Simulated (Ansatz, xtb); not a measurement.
# Relative energy of two isomers of C4H7FN2Si

We compare a, `N#C[C@@H]1CN[Si@@H](F)C1`, a singlet, with b, `N[SiH2]n1ccc(F)c1`, a singlet. Both are isolated molecules in the gas phase, relaxed with B3LYP/def2-SVP; the shapes shown needn't be the lowest conformers.

a (Å):

```xyz
15

C    -1.8820    0.3601    0.9869
C    -1.2448   -0.7044    0.1965
C    -0.2395   -1.5108    1.0679
C    -0.4621   -0.1054   -1.0105
F     2.3901   -0.4214   -1.3352
N    -2.3850    1.2008    1.6060
N     0.9987   -0.7410    1.0942
Si    1.2709    0.2033   -0.3184
H    -2.0524   -1.3718   -0.1489
H    -0.1165   -2.5152    0.6143
H    -0.6421   -1.6603    2.0825
H     1.6487   -0.9447    1.8437
H     1.7480    1.5816   -0.0639
H    -0.9728    0.7658   -1.4445
H    -0.3741   -0.8647   -1.8063
```

b (Å):

```xyz
15

C    -1.2608   -1.4254    0.1113
C    -1.6690   -2.7423    0.0550
C    -0.5577   -3.4654   -0.4580
C     0.4781   -2.5918   -0.6972
F    -0.5314   -4.7824   -0.6826
N     2.0723    0.3964    1.0471
N     0.0409   -1.3193   -0.3461
Si    1.0468    0.1609   -0.3145
H     1.6873    0.6179    1.9607
H     2.9440   -0.1174    1.1352
H     1.9167    0.0627   -1.5124
H     0.0494    1.2587   -0.3515
H    -1.8102   -0.5436    0.4369
H    -2.6403   -3.1472    0.3301
H     1.4711   -2.7792   -1.0986
```

Q: Estimate E(b) − E(a) at the level CCSD(T)/def2-SVP + ΔMP2/def2-TZVPP.

A: Calculated at CCSD(T)/def2-SVP + ΔMP2/def2-TZVPP: E(b) − E(a) = +155.2 kJ/mol, so structure a lies lower.

How the difference moves with the method:

```
                             level        geometry  E(b) − E(a) (kJ/mol)  departure from the last row (kJ/mol)  job, with rough time for the two
                          GFN2-xTB        GFN2-xTB                   +21.0                                −134.1               optimisation, 0.2 s
                         HF/STO-3G        GFN2-xTB                   +98.7                                 −56.5              single point, 0.36 s
                r2SCAN-D4/def2-SVP        GFN2-xTB                   +99.4                                 −55.7               single point, 3.7 s
                    B3LYP/def2-SVP  B3LYP/def2-SVP                  +106.5                                 −48.7                optimisation, 43 s
                       HF/def2-SVP  B3LYP/def2-SVP                  +153.5                                  −1.6           part of the CCSD(T) run
                      MP2/def2-SVP  B3LYP/def2-SVP                  +153.2                                  −1.9           part of the CCSD(T) run
                  CCSD(T)/def2-SVP  B3LYP/def2-SVP                  +153.3                                  −1.8                      single point
CCSD(T)/def2-SVP + ΔMP2/def2-TZVPP  B3LYP/def2-SVP                  +155.2                                                      single point, 78 s
```

As drawn, b has 1 N–Si, 2 C∷N, 3 C∷C, 1 C–F, 1 N–H, 1 Si–H in place of 1 C≡N, 3 C–C, 1 C–N, 1 F–Si, 1 C–Si, 2 C–H (∷ is an aromatic bond). Structure a has a 5-membered ring, b a 5-membered ring (with an aromatic ring).

The levels shown agree on the order. The largest departure from CCSD(T)/def2-SVP + ΔMP2/def2-TZVPP is that of GFN2-xTB, 134.1 kJ/mol. A small imaginary or near-zero mode remains, so no thermal terms are given. The last row adds to CCSD(T) the change of the MP2 difference between the two basis sets, here +1.8 kJ/mol.

The correlated steps freeze 12 core orbitals. Run with Ansatz 0.2.0, xtb 6.7.1; the last row on 4 threads of Arm Neoverse V2 on a shared host.
